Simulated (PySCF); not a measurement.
A GIAO shielding run with PySCF 2.14 (density fitting, non-relativistic, gas phase) on SMILES C[C@H](S)C[SiH2][SiH2]CF, C₄H₁₃FSSi₂:

```
$ OMP_NUM_THREADS=1 python probes_run.py task.json out

{"job": {"kind": "nmr", "xc": "PBE0", "basis": "pcSseg-1"}, "charge": 0, "multiplicity": 1}
C     -2.443777     1.279135    -0.713070
C     -1.335152     0.291815    -0.387067
S     -1.976864    -1.428415    -0.468447
C     -0.684616     0.557335     0.958998
Si     0.579096    -0.783356     1.478529
Si     1.968827    -1.380486    -0.278707
C      2.814222     0.205010    -0.976106
F      1.860725     1.169247    -1.259370
H     -2.036722     2.287654    -0.754956
H     -3.220225     1.250221     0.050829
H     -2.894912     1.046720    -1.675267
H     -0.580331     0.313967    -1.176688
H     -2.847418    -1.294989     0.531073
H     -0.188347     1.528428     0.903201
H     -1.462764     0.648067     1.721297
H      1.310861    -0.185489     2.610049
H     -0.144171    -1.933639     2.035100
H      1.312081    -2.014733    -1.426247
H      3.103234    -2.232426     0.100023
H      3.354938     0.029772    -1.908807
H      3.502395     0.663106    -0.261189
```

Hardware: 1 thread of an Intel Xeon, shared host. The job also computes population analyses, field gradients.

Q: How large is the calculation?

A: 90 electrons, 222 basis functions and 1222 auxiliary functions.

Q: How long does it take, and how much memory does it need?

A: 75 s of wall time, with 12 SCF cycles and 5 response iterations; peak memory 1.1 GiB. Times on a shared host scatter by some tens of per cent.
